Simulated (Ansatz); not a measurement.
`N[SiH](Cl)BO`. The species carries charge 0 and has multiplicity 1.

| atom | x (Å) | y (Å) | z (Å) |
| --- | --- | --- | --- |
| N1 | 0.079 | 1.366 | 1.064 |
| Si2 | -0.454 | -0.225 | 0.770 |
| Cl3 | -2.503 | -0.403 | 0.370 |
| B4 | 0.415 | -0.957 | -0.901 |
| O5 | 0.942 | -0.058 | -1.762 |
| H6 | 0.239 | 1.986 | 0.285 |
| H7 | -0.192 | 1.873 | 1.891 |
| H8 | -0.267 | -1.005 | 2.018 |
| H9 | 0.439 | -2.129 | -1.171 |
| H10 | 1.301 | -0.449 | -2.564 |

**Question.** Give the diagnostics of a CCSD(T)/def2-TZVPP run (frozen core, Ansatz). (An estimate is asked.)

**Answer.** Computed: T1 = 0.0123, largest single amplitude 0.039, largest double 0.031, (T) share of the correlation energy 3.7 %, 9 CCSD cycles. The RHF solution is stable towards an unrestricted one. T1 lies under the customary mark of 0.02 for closed shells.
